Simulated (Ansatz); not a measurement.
The same path of CH8AlNO (12 atoms, charge 0, multiplicity 1) was run twice with different band settings. Lost on the way: H5–O6. Made: N2–H5.

Level of theory: Ansatz 0.2.0, RKS BLYP/def2-SVP.

Relaxed end points:

```xyz
12
Properties=species:S:1:pos:R:3
Al -1.367 -0.380 0.089
N -0.271 -1.424 1.219
H -1.469 -0.907 -1.421
H -2.541 0.431 0.804
H 0.641 0.010 0.686
O 0.270 0.797 0.126
C 1.128 1.234 -0.948
H 0.066 -2.344 0.909
H -0.489 -1.504 2.220
H 2.062 1.662 -0.532
H 0.594 2.023 -1.510
H 1.375 0.403 -1.643
```

```xyz
12
Properties=species:S:1:pos:R:3
Al -1.091 -0.100 0.003
N -0.318 -1.573 1.252
H -1.798 -0.952 -1.164
H -1.999 0.770 1.006
H 0.696 -1.374 1.191
O 0.548 0.479 -0.310
C 1.121 1.479 -1.113
H -0.472 -2.544 0.942
H -0.598 -1.508 2.242
H 0.828 2.511 -0.796
H 0.848 1.381 -2.194
H 2.235 1.432 -1.059
```

Common settings: movable images 5; climbing image yes; spring 5.0 eV/Å²; optimiser quadratic models (default); start path through a guess of the saddle point; iteration limit 60; end points relaxed.

| run | force threshold |
| --- | --- |
| 1 | 0.05 eV/Å |
| 2 | 0.5 eV/Å |

What does each run give, and how far can it be trusted?

Run 1: converged after 21 iterations, highest image 0.035 eV above the first end. A vibrational analysis at the climbing image gives one clearly imaginary mode, 116i cm⁻¹: a first-order saddle point.
Run 2: converged after 8 iterations, highest image 0.020 eV above the first end. The threshold of 0.5 eV/Å is loose, so the images may lie well off the minimum-energy path. The order of the stationary point at the top wasn't checked.
The orbitals stay closed-shell, which can raise the energy where a bond breaks towards radicals; this wasn't checked here.
